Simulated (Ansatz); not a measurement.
Input file for Ansatz (a program for electronic structure): R-BLYP/def2-TZVPP on FNbO (SMILES [O]=[Nb][F]), 2S+1 = 1, a spin state set in the input, which need not be the lowest. Elements past Kr take the def2 small-core potentials; no spin–orbit coupling.

Ansatz 0.2 input:
```yaml
crystal:
  periodic: [false, false, false]
  atoms:
    - {symbol: Nb, position_ang: [0.37657146, -0.15889361, 0.55072486]}
    - {symbol: O, position_ang: [0.97881048, -0.16856131, -1.02007831]}
    - {symbol: F, position_ang: [-1.38845066, 0.37482652, 0.39903382]}
basis:
  gaussian:
    orbitals: def2-TZVPP
hamiltonian:
  xc: {name: BLYP}
```

It printed:

```
WARN ansatz: RAYON_NUM_THREADS=1 ignored (pool sized by the plan → 1); use --threads N
Functional definition: BLYP
integrals: 0.03 GiB planned
636 factors; their error is unknown
mean field: 0.29 GiB planned
mean field evaluation 1: about -6303.5032 eV, gradient 8.9e1 eV
mean field evaluation 2: about -6031.9639 eV, gradient 3.1e2 eV
mean field evaluation 4: about -6310.6792 eV, gradient 5.3e1 eV
mean field evaluation 8: about -6316.9954 eV, gradient 1.4e0 eV
mean field evaluation 16: about -6316.9953 eV, gradient 2.3e-3 eV
mean field evaluation 32: about -6315.8989 eV, gradient 9.8e-1 eV
mean field -6316.99530982 eV, -232.1452958228 hartree, gradient 4.9e-5 eV, S^2 0.000000; 3 other end points of the search recorded, 0 dependent functions left out
reference -6316.99559569 eV, -232.1453063282 hartree; 15, 15 occupied and 103, 103 virtual orbitals, 636 factors
Total energy: -6316.99559569 eV, -232.1453063282 hartree
```

The calculation finished and met its thresholds.

Cost: about 3 core-seconds (a rough figure).
